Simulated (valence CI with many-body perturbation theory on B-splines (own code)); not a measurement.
**Hyperfine factors and g values of Pr19+**

Calculated by configuration interaction combined with many-body perturbation theory (CI+MBPT): four valence electrons over a frozen Dirac-Fock core [Kr], a basis of 9 s, 9 p, 10 d, 8 f, 5 g, 3 h, 1 i functions for each j, with the one-electron correlation potential Σ1, the two-electron term Σ2, the three-electron term Σ3, Breit, model QED; selected CI, second order for the rest (own B-spline code, finite nucleus).

No measured levels were compared; by estimate terms of the open shell hold to 2 to 4 % of their energy, and close levels can change places. Only levels of the ground parity were solved; by the run's estimate the other parity begins above the list, which can be wrong where configurations are misplaced.

A/g_I is the dipole constant over the nuclear g factor μ/I (μ in nuclear magnetons, uniformly magnetised nucleus), B/Q the quadrupole constant per barn. Both hold the static response of the core; the bare values leave it out. Large factors of s and p1/2 electrons are usually good to 5 to 10 %; those of open d and f shells near neutrality can be off by tens of per cent, and small factors of p3/2, d and f electrons come from cancelling terms and can be off by a factor of two or in sign, in half-filled shells by more. B is blank for J = 1/2, where it vanishes, and for nearly pure S terms. Energies count from the lowest level. Levels with J = 0 are left out.

Levels are named by their leading jj configuration (3d3/2^4 stands for four electrons in 3d with j = 3/2), which in mixed levels can hold well under half, so a name can repeat and another be missing. Letters in brackets count levels of one name in rising energy.

```
                    Level  E (eV)      g  A/g_I (MHz)  A/g_I bare  B/Q (MHz/b)  B/Q bare
      (4d3/2^3 4d5/2) J=1   2.476  1.498         -602       -40.1         2110      1990
(4d3/2^2 4d5/2^2) J=2 [a]   4.208  1.441         1360        1840         2070      1960
      (4d3/2^3 4d5/2) J=3   5.297  1.393         2700        3100         -350      -348
      (4d3/2^3 4d5/2) J=4   5.550  1.246         4170        4380        -2610     -2520
(4d3/2^2 4d5/2^2) J=4 [a]   8.231  1.086         4300        4300         -415      -411
(4d3/2^2 4d5/2^2) J=3 [a]   9.274  0.940         4940        4750         1230      1170
(4d3/2^2 4d5/2^2) J=2 [b]   9.539  0.914         4250        4040         3350      3190
    (4d3/2^2 4d5/2^2) J=5   9.997  1.077         4620        4610         4530      4300
    (4d3/2^2 4d5/2^2) J=1  10.389  1.295         3900        4170         -168      -173
    (4d3/2^2 4d5/2^2) J=6  10.764  1.106         4760        4780         4910      4650
(4d3/2^2 4d5/2^2) J=4 [b]  11.677  1.027         5300        5220        -2500     -2360
(4d3/2^2 4d5/2^2) J=2 [c]  11.980  1.174         4000        4120          956       900
(4d3/2^2 4d5/2^2) J=3 [b]  12.206  1.175         4610        4720         1970      1870
  (4d3/2 4d5/2^3) J=4 [a]  13.009  1.173         3440        3560          858       816
  (4d3/2 4d5/2^3) J=3 [a]  14.127  1.092         3330        3350          422       412
(4d3/2^2 4d5/2^2) J=2 [d]  14.579  1.095         5880        5890          691       646
      (4d3/2 4d5/2^3) J=5  15.023  1.153         3900        3990        -2990     -2850
  (4d3/2 4d5/2^3) J=1 [a]  15.359  0.729         6240        5780         1830      1740
      (4d3/2 4d5/2^3) J=6  15.529  1.058         4660        4620         6410      6110
(4d3/2^2 4d5/2^2) J=4 [c]  16.567  1.113         3810        3850         4740      4510
(4d3/2^2 4d5/2^2) J=2 [e]  17.033  1.291         3360        3630         -340      -322
  (4d3/2 4d5/2^3) J=3 [b]  17.939  1.075         4430        4420         3880      3700
(4d3/2^2 4d5/2^2) J=2 [f]  18.493  1.064         4840        4810         3170      3020
            (4d5/2^4) J=4  20.812  1.112         3660        3700        -1030      -968
  (4d3/2 4d5/2^3) J=3 [c]  20.981  1.066         4910        4880         6510      6170
  (4d3/2 4d5/2^3) J=1 [b]  21.151  1.473          393         916        -2510     -2380
            (4d5/2^4) J=2  21.311  1.008         5060        4960         1700      1610
  (4d3/2 4d5/2^3) J=4 [b]  22.145  1.083         4710        4710         2420      2310
      (4d3/2 4d5/2^3) J=2  26.125  1.000         4450        4350        -5430     -5150
```

Task: Take the isotope of mass number 141, with I = 5/2, μ = 4.266 μN and Q = -0.0589 b. What is the hyperfine structure of (4d3/2^2 4d5/2^2) J=2 [a]?

Result: From the table A = 2320 MHz, B = -122 MHz. Shifts from the centre of gravity in MHz: F = 1/2: -16300, F = 3/2: -12800, F = 5/2: -6930, F = 7/2: 1210, F = 9/2: 11600.
